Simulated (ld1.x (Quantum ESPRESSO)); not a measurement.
**What the settings do to the PAW potential of P (Z = 15)**

Base potential:

```json
{
 "Element": "P (Z = 15)",
 "Generator": "ld1.x (Quantum ESPRESSO) 7.5",
 "Type": "PAW",
 "Functional": "PBE",
 "Relativity": "fully relativistic",
 "Frozen core": "[Ne]",
 "Valence charge": "5",
 "Reference configuration": "3s2 3p3",
 "Partial waves": "3s (bound): rcut 1.35, rcutus 1.60 bohr; 3s channel at 0.75 Ry: rcut 1.35, rcutus 1.60 bohr; 3p (bound): rcut 1.40, rcutus 1.90 bohr; 3p channel at 3 Ry: rcut 1.40, rcutus 1.90 bohr; 3d channel at 0.25 Ry: rcut 1.60, rcutus 2.15 bohr; 3d channel at 2.9 Ry: rcut 1.60, rcutus 2.15 bohr",
 "Local potential": "all-electron potential smoothed inside 1.95 bohr (lloc = -1)",
 "Core correction": "a·sin(br)/r model core, default radius (core density twice the valence density)",
 "Augmentation charge": "PSQ, inside the norm-conserving radii"
}
```

Open shells are filled in proportion to 2j + 1 (rel_dist='average').

All-electron outer shells of the reference configuration (PBE, scalar-relativistic, ld1.x):

| shell | level (eV) | outermost node (bohr) | outermost maximum (bohr) |
| --- | --- | --- | --- |
| 2s | -173.99 | 0.14 | 0.42 |
| 2p | -124.49 | – | 0.36 |
| 3s | -13.97 | 0.65 | 1.58 |
| 3p | -5.51 | 0.64 | 1.83 |

Cutoffs, loose and tight: the cutoffs (Ry, on a coarse ladder) from which the occupation-weighted sum of valence levels, in a spherical-Bessel basis at the reference potential, stays within 10 and 1 mRy of its value at 400 Ry. They do not see the model core or the augmentation charge, which bear on the density cutoff. Test errors are all-electron minus pseudo excitation energies from the reference, over the configurations 3s2 3p2; 3s2 3p1; 3s2 3p0; 3s0 3p5; 3s2 3p2.5; 3s1 3p3; 3s1 3p4. A dash means not determined; rows that change the core or the reference have their own tests.

Cutoffs are not given where the Bessel-basis levels miss the radial ones by over 6 mRy, ghosts where they miss by over 20 mRy; a channel whose overlap is not positive is not tested.

| change | outcome | bound ghosts | largest test error (meV) |
| --- | --- | --- | --- |
| base | generated | not determined | -36 |
| all radii but the core radius scaled by about 0.74 (s 1.18, p 1.42, d 1.60 bohr, rcut 1.00/1.04/1.18); local potential all-electron potential smoothed inside 1.44 bohr (lloc = -1) | failed: new_paw_hamiltonian: negative rho | – | – |
| all radii but the core radius scaled by about 0.89 (s 1.42, p 1.70, d 1.92 bohr, rcut 1.20/1.24/1.42); local potential all-electron potential smoothed inside 1.74 bohr (lloc = -1) | generated | not determined | -36 |
| all radii but the core radius scaled by about 1.10 (s 1.76, p 2.08, d 2.36 bohr, rcut 1.48/1.54/1.76); local potential all-electron potential smoothed inside 2.14 bohr (lloc = -1) | generated | not determined | -36 |
| all radii but the core radius scaled by about 1.15 (s 1.84, p 2.20, d 2.48 bohr, rcut 1.56/1.62/1.84); local potential all-electron potential smoothed inside 2.24 bohr (lloc = -1) | generated | not determined | -35 |
| all radii but the core radius scaled by about 1.28 (s 2.06, p 2.44, d 2.76 bohr, rcut 1.74/1.80/2.06); local potential all-electron potential smoothed inside 2.50 bohr (lloc = -1) | failed: new_paw_hamiltonian: negative rho | – | – |
| all radii but the core radius scaled by about 1.37 (s 2.18, p 2.60, d 2.94 bohr, rcut 1.84/1.90/2.18); local potential all-electron potential smoothed inside 2.66 bohr (lloc = -1) | failed: new_paw_hamiltonian: negative rho | – | – |

Reading the sweep of the scale of all radii but the core radius (base = 1) (base included, trends over the rows without a ghost): The generation fails at 0.74, 1.28, 1.37.
